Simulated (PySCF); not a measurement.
A GIAO shielding run with PySCF (density fitting, non-relativistic, gas phase) on SMILES C[C@@H](CS)C[SiH2][SiH3], C4H14SSi2:

```
$ OMP_NUM_THREADS=1 python probes_run.py task.json out

{"job": {"kind": "nmr", "xc": "PBE0", "basis": "pcSseg-1"}, "charge": 0, "multiplicity": 1}
C     -1.920710    -1.613375     0.165008
C     -1.095537    -0.503230    -0.486671
C     -1.839416     0.829430    -0.452206
S     -1.995654     1.572690     1.208708
C      0.285427    -0.407559     0.159496
Si     1.492402     0.835008    -0.643495
Si     3.638079     0.429076     0.102851
H     -1.429499    -2.574286     0.030272
H     -2.027026    -1.436331     1.233907
H     -2.913144    -1.672468    -0.278884
H     -0.968567    -0.750912    -1.548391
H     -1.300652     1.578012    -1.031258
H     -2.845938     0.727392    -0.859327
H     -2.849332     0.673321     1.693680
H      0.735934    -1.402996     0.137247
H      0.158783    -0.153951     1.214252
H      1.046347     2.203457    -0.345715
H      1.337511     0.684701    -2.101826
H      4.619328     1.201135    -0.661164
H      4.030944    -0.977867    -0.028880
H      3.831799     0.775696     1.512655
```

Hardware: 1 thread of an Arm Neoverse N1, shared host. The job also computes population analyses, field gradients.

**Question.** How large is the calculation?

**Answer.** 82 electrons, 210 basis functions and 1159 auxiliary functions.

**Question.** How long does it take, and how much memory does it need?

**Answer.** 87 s of wall time, with 12 SCF cycles and 5 response iterations; peak memory 0.95 GiB. Times on a shared host scatter by some tens of per cent.
